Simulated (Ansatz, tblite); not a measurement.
Removing and adding an electron: NiI2(H2O)2 (NiI2O2H4). Total charge 0; triplet. Geometry: PBE-D4/def2-SVP. Ansatz, gas phase; energy differences of separate SCF runs; the oxidised species was run as a quartet alone; the reduced species was run as a doublet alone.

Cartesian coordinates in Å:
```
Ni -0.009 -0.171 -0.019
I -0.661 1.069 -2.142
I 0.742 0.524 2.310
O 1.883 -0.585 -0.665
H 2.473 -0.207 0.026
H 2.006 -0.025 -1.464
O -1.939 -0.521 0.547
H -2.484 0.048 -0.040
H -2.012 -0.133 1.448
```

In the def2 sets I takes a core potential; there is no spin–orbit coupling. The xTB rows come from tblite. Correlated methods freeze 15 core orbitals; core or outer-core shells of Ni, I are correlated, in sets that lack core-valence functions. The rows differ in basis, and correlated rows in double-zeta sets carry the largest basis error. HOMO above LUMO, or a gap near zero within one spin, warns that the state may not be the lowest or that an electron is smeared out.

Task: Estimate orbital energies and vertical ionisation energies and electron affinities at: GFN1-xTB; GFN2-xTB; HF/def2-SVP; PBE-D4/def2-TZVP; PBE-D4/def2-TZVPD; r2SCAN-D4/def2-TZVP; r2SCAN-D4/def2-TZVPD; PBE0-D4/def2-TZVP; PBE0-D4/def2-TZVPD; MP2/def2-SVP; CCSD/def2-SVP; CCSD(T)/def2-SVP.

Result: 
| level | −HOMO (eV) | vertical IE (eV) | −LUMO (eV) | vertical EA (eV) | HOMO–LUMO gap (eV) | IE − EA (eV) | remarks |
| --- | --- | --- | --- | --- | --- | --- | --- |
| GFN1-xTB | – | 13.34 | – | 6.41 | – | 6.94 | – |
| GFN2-xTB | – | 13.70 | – | 8.07 | – | 5.63 | – |
| HF/def2-SVP | – | 8.46 | – | – | – | – | – |
| PBE-D4/def2-TZVP | 5.75 | 8.26 | 5.00 | – | 0.75 | – | gap within one spin near zero (+1 quartet) |
| PBE-D4/def2-TZVPD | 5.79 | – | 5.05 | 2.23 | 0.75 | – | HOMO above zero (-1 doublet) |
| r2SCAN-D4/def2-TZVP | 6.25 | 8.56 | 4.76 | – | 1.49 | – | – |
| r2SCAN-D4/def2-TZVPD | 6.27 | – | 4.78 | 1.99 | 1.49 | – | HOMO above zero (-1 doublet) |
| PBE0-D4/def2-TZVP | 7.19 | 8.92 | 3.64 | – | 3.55 | – | – |
| PBE0-D4/def2-TZVPD | 7.21 | – | 3.66 | 2.19 | 3.54 | – | – |
| MP2/def2-SVP | – | 9.03 | – | – | – | – | – |
| CCSD/def2-SVP | – | 8.84 | – | – | – | – | – |
| CCSD(T)/def2-SVP | – | 8.79 | – | – | – | – | – |

 At PBE0-D4/def2-TZVP the highest occupied level of the triplet has α spin (-7.15 eV), and emptying it gives a doublet, which wasn't run; the ionisation energy to the quartet shown is then probably not the lowest one.  A HOMO above zero means that the electron is unbound at that level or that self-interaction error raises the level; the energy of removing that electron tells which. HOMO and LUMO are the levels of the spin that leaves or enters (xTB has no such levels and no spin-polarisation term). Other spin states of the ions may lie lower, which would lower the ionisation energy or raise the affinity. Raw xTB energy differences between charge states are shifted by several eV; the methods need an empirical correction for them.
